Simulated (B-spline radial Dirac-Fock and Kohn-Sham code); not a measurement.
Calculated with a radial B-spline solver, using Dirac-Fock ΔSCF + Breit + QED. Free neutral atoms.

Question: Order these X-ray lines by photon energy, lowest first.
A. Ag Lβ1
B. Xe Lβ4
C. Tc Lγ3
D. Tl Mζ2
E. Nb Lη
F. Ru Lγ3

Answer: D (1758.1 eV), E (1994.4 eV), C (3009.1 eV), A (3152.1 eV), F (3185.3 eV), B (4453.4 eV).
